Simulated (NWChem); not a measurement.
## H2ClSi (+1) in NWChem

```xyz
4

Si     0.0000     0.0000    -0.9791
Cl     0.0000     0.0000     1.0029
H      1.3194     0.0000    -1.6710
H     -1.3194     0.0000    -1.6710
```
Charge +1, spin multiplicity 1.

All runs are NWChem calculations. The geometry was optimised at PBE/def2-SVP, a minimum by its harmonic frequencies.

Symmetry labels belong to the abelian group C2v used in the runs, with the axes of the coordinates shown; states degenerate in a higher group split over its labels.

B3LYP has NWChem's definition, with VWN1-RPA local correlation. The spin multiplicity of the parent species was assumed, not shown to be that of its ground state. The structure started from a generated list of species.

Problem. List the lowest 6 singlet excitations that TD-B3LYP/aug-cc-pVDZ, VWN1-RPA local correlation gives, with oscillator strengths.

Solution. 
```tsv
state	symmetry	energy (eV)	wavelength (nm)	f
1	a2	4.43	280	0.000
2	a1	5.98	207	0.070
3	a2	6.56	189	0.000
4	b2	6.77	183	0.003
5	b1	7.36	169	0.032
6	b2	7.99	155	0.021
```
